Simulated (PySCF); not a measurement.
Species: C7H10NP.
SMILES with atom numbers: `[CH3:1][CH2:2][c:3]1[cH:4][p:5][cH:6][n:7][c:8]1[CH3:9]`

Structure used (GFN2-xTB), in Å, numbered top down from 1:
```xyz
19
C7H10NP angstrom
C     -2.1199   -0.3875   -0.8543
C     -1.4451   -0.1412    0.4967
C      0.0319   -0.4176    0.4091
C      0.4602   -1.7171    0.6104
P      2.1004   -2.2768    0.5202
C      2.8358   -0.7405    0.1474
N      2.2498    0.4170   -0.0154
C      0.9426    0.6014    0.0910
C      0.5003    2.0144   -0.1485
H     -1.9859   -1.4226   -1.1608
H     -3.1857   -0.1824   -0.7867
H     -1.6920    0.2513   -1.6235
H     -1.6240    0.8863    0.8133
H     -1.8916   -0.8060    1.2400
H     -0.2922   -2.4630    0.8461
H      3.9156   -0.7173    0.0280
H     -0.2501    2.0623   -0.9346
H      1.3640    2.6032   -0.4438
H      0.0759    2.4453    0.7578
```

NICS is the negative of the GIAO shielding at a point without a nucleus: at the ring centre (0) and 1 Å above and below it (1); zz is the component along the ring normal. Level: GIAO PBE0/pcSseg-1 (PySCF, non-relativistic, gas phase) on the GFN2-xTB geometry, one conformer.

Ring bond lengths (Å), with Mayer bond orders in brackets: C3–C4 1.383 (1.48), C4–P5 1.735 (1.31), P5–C6 1.743 (1.30), C6–N7 1.308 (1.49), N7–C8 1.325 (1.50), C8–C3 1.403 (1.25).

Question: Give the NICS values of each ring in ppm.

Answer: 
```
             ring                                                     type  NICS(0)  NICS(1), two faces  NICS(1)zz, two faces  rms pucker (Å)  centre to ring atoms, mean (Å)
C3–C4–P5–C6–N7–C8  6-membered ring with N and P; formal bonds all aromatic     -6.5       -10.7 / -10.6         -25.8 / -25.1            0.01                            1.47
```

Question: What can be read from them?

Answer: 
- C3–C4–P5–C6–N7–C8: mean NICS(1)zz -25.4 ppm, shielded.

Question: And the bond-length index? HOMA = 1 − mean of α(R − Ropt)² over the ring bonds, with Krygowski's 1993 parameters (CC: Ropt 1.388 Å, α 257.7 Å⁻²; CN: Ropt 1.334 Å, α 93.52 Å⁻²; CP: Ropt 1.698 Å, α 118.91 Å⁻²).

Answer: 
- C3–C4–P5–C6–N7–C8: HOMA 0.91; the largest term is that of P5–C6, α(R − Ropt)² = 0.25.

Question: What is the mean of the two in-plane components of NICS at the second NICS(1) probe listed for ring C3–C4–P5–C6–N7–C8, 1 Å off the ring?

Answer: The isotropic value is a third of the trace: (3 × -10.6 − (-25.1))/2 = -3.3 ppm.

Question: List the ring angles and the Hirshfeld charges of the ring atoms.

Answer: 
- C3–C4–P5–C6–N7–C8: C3 121.0° (+0.007 e), C4 126.0° (-0.098 e), P5 97.2° (+0.072 e), C6 128.1° (-0.046 e), N7 123.8° (-0.148 e), C8 123.9° (+0.076 e); sum 720.0° against 720° for a flat convex ring.

Question: How shielded are the nuclei of the rings and their hydrogens (means over atoms taken as equivalent)?

Answer: 
```json
{"atoms": "C3", "environment": "substituted aromatic carbon", "σ isotropic (ppm)": "43.5", "principal values of the symmetric part, first atom (ppm)": "-57.2, 7.2, 180.4"}
{"atoms": "C4", "environment": "aromatic CH carbon", "σ isotropic (ppm)": "12.6", "principal values of the symmetric part, first atom (ppm)": "-153.9, 22.3, 169.4"}
{"atoms": "P5", "environment": "phosphorus bonded to 2 C", "σ isotropic (ppm)": "113.3", "principal values of the symmetric part, first atom (ppm)": "-105.9, -99.2, 545.1"}
{"atoms": "C6", "environment": "aromatic CH next to a ring nitrogen", "σ isotropic (ppm)": "-1.3", "principal values of the symmetric part, first atom (ppm)": "-172.8, 22.0, 146.9"}
{"atoms": "N7", "environment": "pyridine-type nitrogen", "σ isotropic (ppm)": "-113.0", "principal values of the symmetric part, first atom (ppm)": "-450.4, -174.6, 286.0"}
{"atoms": "C8", "environment": "substituted aromatic carbon", "σ isotropic (ppm)": "28.0", "principal values of the symmetric part, first atom (ppm)": "-56.8, -5.5, 146.2"}
{"atoms": "H15", "environment": "aromatic hydrogen", "σ isotropic (ppm)": "22.36", "principal values of the symmetric part, first atom (ppm)": "17.6, 20.3, 29.2"}
{"atoms": "H16", "environment": "aromatic hydrogen", "σ isotropic (ppm)": "21.21", "principal values of the symmetric part, first atom (ppm)": "18.1, 18.8, 26.7"}
```
